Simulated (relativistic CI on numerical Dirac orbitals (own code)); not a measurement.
Slater and spin-orbit integrals, Sb23+

Method of calculation: Dirac-Coulomb-Breit CI, orbitals from a KLI potential per configuration, model QED (radiative potential, 1s self-energy scaled to tabulated hydrogen-like ionisation energies), unscaled Slater integrals (own radial code, finite nucleus).

Slater integrals F^k, G^k are unscaled and averaged over j, outside the closed core [Ne]; ζ comes from projecting the Hamiltonian with its Breit term on Σ l·s of the shell.

- 3s²3p⁶3d⁹4s: ζ(3d) = 31860, G^2(3d,4s) = 34250 cm⁻¹; <r>(3d) = 0.2926, <r^2>(3d) = 0.1005, <r>(4s) = 0.6735, <r^2>(4s) = 0.509 (bohr units).
- 3s²3p⁶3d⁹4p: ζ(3d) = 31873, F^2(3d,4p) = 102190, G^1(3d,4p) = 33532, G^3(3d,4p) = 33607, ζ(4p) = 73973 cm⁻¹; <r>(3d) = 0.2926, <r^2>(3d) = 0.1005, <r>(4p) = 0.6908, <r^2>(4p) = 0.5387 (bohr units).
- 3s²3p⁶3d⁹4d: ζ(3d) = 31858, F^2(3d,4d) = 103260, F^4(3d,4d) = 51542, G^0(3d,4d) = 33980, G^2(3d,4d) = 42276, G^4(3d,4d) = 33067, ζ(4d) = 8608.3 cm⁻¹; <r>(3d) = 0.2927, <r^2>(3d) = 0.1006, <r>(4d) = 0.7032, <r^2>(4d) = 0.5645 (bohr units).

Averages of the first 10 configurations, taken without configuration mixing, which lowers the lowest level and can move excited configurations by several eV; other configurations of the list can lie among them:

```
Configuration  Parity  States  Average energy above the lowest level (eV)
   3s²3p⁶3d¹⁰    even       1                                         0.1
  3s²3p⁶3d⁹4s    even      20                                       483.9
  3s²3p⁶3d⁹4p     odd      60                                       540.3
  3s²3p⁶3d⁹4d    even     100                                       623.1
  3s²3p⁶3d⁹4f     odd     140                                       704.5
 3s²3p⁵3d¹⁰4s     odd      12                                       731.1
 3s²3p⁶3d⁸4s²    even      45                                       990.8
3s²3p⁶3d⁸4s4p     odd     540                                      1043.4
 3s²3p⁵3d¹⁰4p    even      36                                       787.7
  3s²3p⁶3d⁹5s    even      20                                       791.0
```
